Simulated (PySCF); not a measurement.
PySCF input for GeH4OTe, SMILES O[Te][GeH3], PBE0-D3(BJ)/def2-SVP. Geometry: PBE0-D3(BJ)/def2-SVP. This is a generated structure with no PubChem entry under its InChIKey; it may be hypothetical. The def2 effective core potentials stand for the cores of Te; spin–orbit coupling is left out. Other conformers were not sampled.

```python
import numpy as np
from pyscf import gto, scf, dft, df
from pyscf.hessian import thermo

mol = gto.M(
    atom='''
    Te    0.48585797   -0.46633551    0.68483242
    O     0.43904293   -1.92449182   -0.70700397
    H     1.23174746   -1.79929298   -1.24480723
    Ge   -0.83581950    1.15655512   -0.79624293
    H    -0.99393377    2.47105687   -0.00955037
    H    -0.05694159    1.40896744   -2.09897086
    H    -2.21160559    0.55488622   -1.12215167
    ''',
    basis='def2-SVP',
    ecp={'Te': 'def2-svp'},
    charge=0,
    spin=0,
    max_memory=1600,
    verbose=3,
)
mf = dft.RKS(mol, xc='pbe0').density_fit(auxbasis='def2-universal-jkfit')
mf.disp = 'd3bj'
mf.grids.level = 3
mf.conv_tol = 1e-11
mf.max_cycle = 100
mf.kernel()

# [left out here: the lines that compute and print the analytic Hessian (its translational invariance restored by hand, since the grid's response is missing), thermochemistry and intensities]
```

Program output:

```
converged SCF energy = -2421.98683490581

WARN: DFTD3 does not support analytical Hessian, using finite difference


WARN: Mole.unit (angstrom) is changed to Bohr

Mode                                 0                   1                   2
Irrep
Freq [cm^-1]                       98.3424            108.8888            237.9245
Reduced mass [au]                   1.0966              6.9338             25.3893
Force const [Dyne/A]                0.0062              0.0484              0.8468
Char temp [K]                     141.4928            156.6668            342.3204
Normal mode                   x     y     z       x     y     z       x     y     z
       0  Te                -0.01 -0.00  0.00   -0.01 -0.01 -0.02    0.03 -0.03  0.03
       1   O                 0.05  0.03 -0.03    0.11 -0.13  0.12   -0.00  0.00 -0.01
       2   H                 0.04  0.09 -0.04    0.12 -0.14  0.12   -0.02  0.02 -0.02
       3  Ge                -0.00 -0.00 -0.00   -0.01  0.04  0.01   -0.05  0.06 -0.05
       4   H                 0.47  0.19 -0.23    0.09 -0.01  0.10   -0.08  0.08 -0.10
       5   H                -0.19 -0.47 -0.20   -0.06  0.08 -0.01   -0.01  0.01 -0.04
       6   H                -0.22  0.29  0.39   -0.06  0.13  0.03   -0.02 -0.00 -0.04
Mode                                 3                   4                   5
Irrep
Freq [cm^-1]                      337.0257            489.1165            509.0843
Reduced mass [au]                   1.0812              1.1022              1.0513
Force const [Dyne/A]                0.0724              0.1554              0.1605
Char temp [K]                     484.9050            703.7297            732.4589
Normal mode                   x     y     z       x     y     z       x     y     z
       0  Te                -0.00  0.00 -0.00   -0.00 -0.00 -0.01    0.01  0.00 -0.00
       1   O                 0.03 -0.04  0.04    0.01 -0.01  0.02   -0.01  0.00 -0.00
       2   H                -0.49  0.56 -0.58    0.04 -0.05  0.05    0.06 -0.09  0.07
       3  Ge                 0.00 -0.00  0.00    0.01  0.01  0.02   -0.02 -0.01  0.01
       4   H                -0.01  0.02 -0.04   -0.38  0.29 -0.54    0.16  0.10 -0.13
       5   H                 0.09 -0.03  0.04    0.09 -0.39 -0.01    0.55 -0.27  0.29
       6   H                 0.02  0.02 -0.10    0.19 -0.43  0.02   -0.07  0.40 -0.51
Mode                                 6                   7                   8
Irrep
Freq [cm^-1]                      593.8101            798.2380            864.6563
Reduced mass [au]                  12.0072              1.0392              1.0203
Force const [Dyne/A]                2.4945              0.3901              0.4494
Char temp [K]                     854.3606           1148.4868           1244.0480
Normal mode                   x     y     z       x     y     z       x     y     z
       0  Te                -0.00  0.02  0.02   -0.00 -0.00 -0.00   -0.00 -0.00  0.00
       1   O                 0.00 -0.17 -0.15    0.00  0.01  0.01   -0.00 -0.00 -0.00
       2   H                 0.02 -0.08 -0.11   -0.01  0.03  0.01    0.01  0.02  0.02
       3  Ge                -0.00  0.00  0.00   -0.01  0.01 -0.01   -0.01 -0.00  0.01
       4   H                -0.02  0.02 -0.03    0.32 -0.24  0.44    0.65  0.26 -0.30
       5   H                 0.04 -0.05  0.02    0.36 -0.39  0.15   -0.03  0.45  0.06
       6   H                 0.02 -0.05  0.02    0.17 -0.48  0.23    0.21 -0.35 -0.17
Mode                                 9                  10                  11
Irrep
Freq [cm^-1]                      881.5886           1018.0304           2148.5686
Reduced mass [au]                   1.0196              1.0624              1.0128
Force const [Dyne/A]                0.4669              0.6487              2.7548
Char temp [K]                    1268.4098           1464.7190           3091.3118
Normal mode                   x     y     z       x     y     z       x     y     z
       0  Te                 0.00  0.00  0.00    0.00 -0.00 -0.00    0.00  0.00 -0.00
       1   O                -0.00 -0.00 -0.00   -0.04 -0.04 -0.01    0.00  0.00  0.00
       2   H                 0.01 -0.00  0.01    0.22  0.76  0.55   -0.00 -0.00 -0.00
       3  Ge                 0.00  0.01  0.01    0.00 -0.00  0.00    0.00  0.01 -0.00
       4   H                 0.12 -0.11  0.20   -0.02 -0.00 -0.00    0.07 -0.60 -0.38
       5   H                -0.46 -0.36 -0.36    0.00 -0.01 -0.00   -0.33 -0.09  0.53
       6   H                 0.18 -0.09 -0.64   -0.01  0.02 -0.01    0.25  0.13  0.05
Mode                                12                  13                  14
Irrep
Freq [cm^-1]                     2160.4017           2169.5427           3861.1586
Reduced mass [au]                   1.0249              1.0236              1.0678
Force const [Dyne/A]                2.8184              2.8386              9.3793
Char temp [K]                    3108.3371           3121.4889           5555.3476
Normal mode                   x     y     z       x     y     z       x     y     z
       0  Te                -0.00  0.00  0.00   -0.00 -0.00 -0.00    0.00  0.00  0.00
       1   O                -0.00  0.00 -0.00    0.00  0.00  0.00    0.05  0.01 -0.03
       2   H                 0.00 -0.00 -0.00   -0.00 -0.00 -0.00   -0.79 -0.12  0.54
       3  Ge                -0.01  0.00  0.01   -0.01 -0.01 -0.00    0.00 -0.00  0.00
       4   H                 0.05 -0.51 -0.29   -0.05  0.30  0.18   -0.00  0.00 -0.00
       5   H                 0.39  0.13 -0.64   -0.01 -0.01 -0.02    0.00 -0.00 -0.00
       6   H                 0.19  0.10  0.07    0.83  0.37  0.18   -0.00  0.00 -0.00
temperature 298.1500 [K]
pressure 101325.00 [Pa]
Rotational constants [GHz] 7.45153 1.47115 1.25292
Symmetry number 1
Zero-point energy (ZPE) 0.03708 [Eh]   97354.356 [J/mol]
                           tot       elec      trans        rot        vib
Entropy [J/mol/K]       342.389      0.000    176.028    115.270     51.090
Cv [J/mol/K]             79.051      0.000     12.472     12.472     54.108
Cp [J/mol/K]             87.366      0.000     20.786     12.472     54.108
Internal energy [J/mol]                      3718.434   3718.434 105708.502
Internal energy [Eh]   -2421.94374  -2421.98683
Enthalpy [J/mol]                             6197.391   3718.434 105708.502
Enthalpy [Eh]          -2421.94280
Gibbs free energy [J/mol]                  -46285.435 -30649.457  90475.971
Gibbs free energy [Eh] -2421.98168
static polarisability / bohr^3: [[ 60.845 -13.868   8.763]
 [-13.872  72.916  -7.372]
 [  8.761  -7.37   65.994]]
largest difference of analytic and finite-field dipole derivatives / e: 0.0008007335540491933
mode   freq/cm-1   IR/(km/mol)   Raman/(A^4/amu)   depolarisation
   1       98.34         0.422             0.198            0.712
   2      108.89         1.439             1.954            0.557
   3      237.92         2.216            11.515            0.252
   4      337.03        79.681             1.305            0.648
   5      489.12         7.948             9.393            0.674
   6      509.08         6.422            11.240            0.750
   7      593.81        48.404            16.763            0.407
   8      798.24       287.801            13.040            0.397
   9      864.66        37.561            28.969            0.750
  10      881.59        40.213            28.041            0.744
  11     1018.03        47.272             0.991            0.622
  12     2148.57        81.967           309.151            0.023
  13     2160.40       102.457           134.752            0.748
  14     2169.54        87.794           157.835            0.483
  15     3861.16        95.871            75.441            0.228
max |gradient| / (hartree/bohr): 6.97233860892599e-05
APT charges: [ 0.1661 -0.5457  0.2398  0.8876 -0.2444 -0.257  -0.2465]
```

The run converged.
